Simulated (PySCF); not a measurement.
**Steps of a relaxation of Hf(NH2)4**

Hf(NH2)4 (singlet; a saddle point, relaxed within its symmetry). PySCF 2.14.0, RKS PBE0, Hf def2-SVP with ECP60, N def2-SVP, H def2-SVP; non-relativistic Hamiltonian with scalar-relativistic core potentials where named; density fitting; no spin-orbit coupling. Origin of the start: template. Columns: position (Å) and force (eV/Å). Energies are counted from the last step; some of the 6 steps are shown. Forces carry noise of the integration grid, about 0.01 to 0.03 eV/Å.

Run from Python with OMP_NUM_THREADS=2. Where DIIS fails, smearing, a level shift and second-order steps follow.
It took 33 s on 2 threads of Arm Neoverse V1 (shared host), from the converged density of the start.

```xyz
13
step 0  E = 0.676 eV
Hf    0.0000    0.0000    0.0000     0.00    0.00    0.00
N     2.0160    0.0000    0.0000     2.21    0.00    0.00
H     2.6060    0.0000    0.8300     0.39    0.00   -0.23
H     2.6060    0.0000   -0.8300     0.39    0.00    0.23
N     0.0000    2.0160    0.0000     0.00    2.21    0.00
H     0.0000    2.6060    0.8300     0.00    0.39   -0.23
H     0.0000    2.6060   -0.8300     0.00    0.39    0.23
N    -2.0160    0.0000    0.0000    -2.21    0.00    0.00
H    -2.6060    0.0000    0.8300    -0.39    0.00   -0.23
H    -2.6060    0.0000   -0.8300    -0.39    0.00    0.23
N     0.0000   -2.0160    0.0000     0.00   -2.21    0.00
H     0.0000   -2.6060    0.8300     0.00   -0.39   -0.23
H     0.0000   -2.6060   -0.8300     0.00   -0.39    0.23
```

```xyz
13
step 2  E = 0.018 eV
Hf    0.0000    0.0000    0.0000     0.00    0.00    0.00
N     2.1129    0.0000    0.0000    -0.03    0.00    0.00
H     2.7210    0.0000    0.8158     0.16    0.00   -0.04
H     2.7210    0.0000   -0.8158     0.16    0.00    0.04
N     0.0000    2.1129    0.0000     0.00   -0.03    0.00
H     0.0000    2.7210    0.8158     0.00    0.16   -0.04
H     0.0000    2.7210   -0.8158     0.00    0.16    0.04
N    -2.1129    0.0000    0.0000     0.03    0.00    0.00
H    -2.7210    0.0000    0.8158    -0.16    0.00   -0.04
H    -2.7210    0.0000   -0.8158    -0.16    0.00    0.04
N     0.0000   -2.1129    0.0000     0.00    0.03    0.00
H     0.0000   -2.7210    0.8158     0.00   -0.16   -0.04
H     0.0000   -2.7210   -0.8158     0.00   -0.16    0.04
```

```xyz
13
step 3  E = 0.001 eV
Hf    0.0000    0.0000    0.0000     0.00    0.00    0.00
N     2.1249    0.0000    0.0000    -0.07    0.00    0.00
H     2.7444    0.0000    0.8093     0.03    0.00   -0.01
H     2.7444    0.0000   -0.8093     0.03    0.00    0.01
N     0.0000    2.1249    0.0000     0.00   -0.07    0.00
H     0.0000    2.7444    0.8093     0.00    0.03   -0.01
H     0.0000    2.7444   -0.8093     0.00    0.03    0.01
N    -2.1249    0.0000    0.0000     0.07    0.00    0.00
H    -2.7444    0.0000    0.8093    -0.03    0.00   -0.01
H    -2.7444    0.0000   -0.8093    -0.03    0.00    0.01
N     0.0000   -2.1249    0.0000     0.00    0.07    0.00
H     0.0000   -2.7444    0.8093     0.00   -0.03   -0.01
H     0.0000   -2.7444   -0.8093     0.00   -0.03    0.01
```

Problem. Where does the relaxation end?

Solution. It converges at step 5 in D4h:
```xyz
13
step 5  E = 0
Hf    0.0000    0.0000    0.0000
N     2.1246    0.0000    0.0000
H     2.7479    0.0000    0.8070
H     2.7479    0.0000   -0.8070
N     0.0000    2.1246    0.0000
H     0.0000    2.7479    0.8070
H     0.0000    2.7479   -0.8070
N    -2.1246    0.0000    0.0000
H    -2.7479    0.0000    0.8070
H    -2.7479    0.0000   -0.8070
N     0.0000   -2.1246    0.0000
H     0.0000   -2.7479    0.8070
H     0.0000   -2.7479   -0.8070
```

Problem. How did the contacts change?

Solution. 
```tsv
contact	start (Å)	end (Å)
Hf1–N2 (NH2)	2.016	2.125
Hf1–N5 (NH2)	2.016	2.125
Hf1–N8 (NH2)	2.016	2.125
Hf1–N11 (NH2)	2.016	2.125
```
